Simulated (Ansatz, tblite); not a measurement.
Removing and adding an electron: (AgH)3 ring (Ag₃H₃). Charge 0, multiplicity 1. Geometry: PBE0-D4/def2-TZVP. Ansatz, gas phase; energy differences of separate SCF runs; the oxidised species was run as a doublet alone; the reduced species was run as a doublet alone.

```xyz
6

Ag    1.254    0.948    0.008
H     0.687    0.763    1.756
Ag   -0.724   -0.358    1.349
H    -1.623   -1.226   -0.010
Ag   -0.531   -0.590   -1.357
H     0.936    0.463   -1.746
```

In the def2 sets Ag takes a core potential; there is no spin–orbit coupling. The xTB rows come from tblite. HOMO above LUMO, or a gap near zero within one spin, warns that the state may not be the lowest or that an electron is smeared out.

**Question.** Estimate orbital energies and vertical ionisation energies and electron affinities at: GFN1-xTB; GFN2-xTB; r2SCAN-D4/def2-TZVP; r2SCAN-D4/def2-TZVPD; PBE0-D4/def2-TZVP; PBE0-D4/def2-TZVPD.

**Answer.** 
```
               level  −HOMO (eV)  vertical IE (eV)  −LUMO (eV)  vertical EA (eV)  HOMO–LUMO gap (eV)  IE − EA (eV)                                                                   remarks
            GFN1-xTB       10.81             13.87        7.39              4.17                3.43          9.70                                                                         –
            GFN2-xTB        9.23             12.72        6.26              4.03                2.97          8.69                                                                         –
 r2SCAN-D4/def2-TZVP        5.91              8.50        2.15                 –                3.76             –                                gap within one spin near zero (+1 doublet)
r2SCAN-D4/def2-TZVPD        5.92                 –        2.15              0.42                3.77             –  HOMO above zero (-1 doublet), gap within one spin near zero (-1 doublet)
   PBE0-D4/def2-TZVP        6.80              8.68        1.51                 –                5.29             –                                                                         –
  PBE0-D4/def2-TZVPD        6.81                 –        1.52              0.22                5.29             –                                              HOMO above zero (-1 doublet)
```

Run but left out: PBE-D4/def2-TZVP (charge +1 doublet: an occupied level 0.09 eV above an empty one); PBE-D4/def2-TZVPD (charge -1 doublet: an occupied level 0.10 eV above an empty one).   A HOMO above zero means that the electron is unbound at that level or that self-interaction error raises the level; the energy of removing that electron tells which. Raw xTB energy differences between charge states are shifted by several eV; the methods need an empirical correction for them.
